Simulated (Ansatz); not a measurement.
Geometry optimisation, Ansatz, RKS B3LYP/def2-SVP.

Input file:

```yaml
crystal:
  periodic: [false, false, false]
  atoms:
    - { symbol: C, position_ang: [-1.9215, 0.1875, -0.1411] }
    - { symbol: C, position_ang: [-0.8031, 0.0285, 0.761] }
    - { symbol: O, position_ang: [-1.0175, 0.0928, 1.9934] }
    - { symbol: "N", position_ang: [0.593, -0.2213, 0.2437] }
    - { symbol: C, position_ang: [0.7611, -0.408, -1.2026] }
    - { symbol: As, position_ang: [1.9762, -0.4397, 1.4654] }
    - { symbol: H, position_ang: [-2.8545, 0.4866, 0.4343] }
    - { symbol: H, position_ang: [-1.7226, 1.0826, -0.8622] }
    - { symbol: H, position_ang: [-2.1594, -0.6808, -0.6839] }
    - { symbol: H, position_ang: [0.532, 0.5459, -1.696] }
    - { symbol: H, position_ang: [1.8087, -0.666, -1.3573] }
    - { symbol: H, position_ang: [0.1411, -1.2105, -1.565] }
    - { symbol: H, position_ang: [1.6664, 0.9586, 2.1242] }
    - { symbol: H, position_ang: [2.987, 0.2147, 0.5151] }
basis:
  gaussian: { orbitals: def2-SVP }
hamiltonian:
  xc: b3lyp
relax:
  f_tol: 0.015
  max_steps: 40
```

Launched with:

```bash
$ ansatz run input.yaml --threads 2 --pin off --max-ram 3072MiB --backend cpu --events-out ev --progress --plain --runs-dir out
```

Q: Where does it end, and by what steps?

A: It converged. The force dipped under the threshold on the way, but the program's further checks kept it going. After 39 steps the energy has fallen by 0.818 eV; H12 moved furthest, 0.78 Å.

```
step  energy less start (eV)  largest force component (eV/Å)  accepted
   0                  0.0000                           4.525       yes
   2                 -0.7559                           0.727       yes
   4                 -0.7954                           0.177       yes
   6                 -0.8047                           0.186       yes
   8                 -0.8093                           0.042       yes
  10                 -0.8099                           0.063       yes
  12                 -0.8104                           0.016       yes
  14                 -0.8100                           0.136        no
  16                 -0.8113                           0.072       yes
  18                 -0.8122                           0.051       yes
  20                 -0.8130                           0.054       yes
  22                 -0.8139                           0.065       yes
  24                 -0.8152                           0.032       yes
  26                 -0.8140                           0.123        no
  28                 -0.8156                           0.122        no
  30                 -0.8157                           0.147        no
  32                 -0.8166                           0.022       yes
  34                 -0.8170                           0.060       yes
  36                 -0.8168                           0.169        no
  38                 -0.8176                           0.019       yes
  39                 -0.8177                           0.015       yes
```

```xyz
14
Properties=species:S:1:pos:R:3
C -1.977 0.061 -0.146
C -0.771 0.017 0.779
O -0.890 0.163 1.992
N 0.471 -0.190 0.247
C 0.789 -0.269 -1.167
As 1.806 -0.255 1.623
H -2.866 0.224 0.475
H -1.895 0.879 -0.880
H -2.096 -0.881 -0.704
H 1.221 0.674 -1.552
H 1.516 -1.074 -1.361
H -0.112 -0.497 -1.756
H 1.858 1.255 1.898
H 2.935 -0.137 0.580
```

Run time: 4.6 min on 2 threads of Arm Neoverse V1, with other jobs on the host, peak memory 0.44 GiB.
